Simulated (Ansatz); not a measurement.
Calculated with Ansatz (gas phase, PBE0-D4/def2-TZVP geometries, no zero-point term in ΔE). CCSD(T)/CBS adds triple-zeta CCSD(T) − MP2 to the extrapolated MP2 energy (def2 sets, frozen cores). This one scheme is used for every species, atoms too. Functionals use def2-TZVPP. Open shells (•) are unrestricted, without spin–orbit coupling. Spin–orbit coupling would lower the free atoms: a little for Cl. For Ga outer-core shells are correlated without core-valence functions, so the limit isn't a true one: a few kJ/mol of doubt a bond, and 10 to 20 or more in all where bonds break to atoms. Scalar relativity is left out up to krypton.

Consider the hydrogen abstraction from a Ga–H bond: `[NH2][GaH2]` + Cl• → `[NH2][GaH]`• + HCl.

`[NH2][GaH2]`:

Z-matrix (Å, degrees):
```
N
Ga 1 1.813
H 1 1.006 2 124.1
H 1 1.006 2 124.0 3 -180.0
H 2 1.561 1 116.7 3 -180.0
H 2 1.561 1 116.7 3 0.0
```

`[NH2][GaH]`•:

Z-matrix (Å, degrees):
```
N
Ga 1 1.825
H 1 1.008 2 123.8
H 1 1.006 2 124.3 3 180.0
H 2 1.594 1 116.9 3 0.1
```

HCl:

```xyz
2

Cl   -0.550    0.323   -0.045
H     0.550   -0.323    0.045
```

CCSD(T)/CBS gives -77.9 kJ/mol.

(1) Another level gave -94.3 kJ/mol. Which?
A. BHLYP/def2-TZVPP
B. ωB97M-V/def2-TZVPP
C. r2SCAN-D4/def2-TZVPP
D. RPA@PBE/def2-TZVPP

Largest T1 diagnostic among the species: 0.016.

Results:

(1) C. r2SCAN-D4 -94.3, BHLYP -70.5, ωB97M-V -87.5, RPA@PBE/def2-TZVPP -55.1 kJ/mol.

Leaving LDA and LC-ωPBE aside and taking each functional with its dispersion term where it has one, the values, not all of them listed here, spread over 31.7 kJ/mol, from PBE-D4 to BHLYP-D4. LDA lies −16.1 kJ/mol from PBE without D4. At CCSD(T), def2-SVP lies +15.8 kJ/mol from the extrapolated value and def2-TZVPP +2.3 kJ/mol.

CCSD(T)/CBS has its own doubt, a few kJ/mol and more with outer-core shells, so smaller differences from it don't rank the levels.
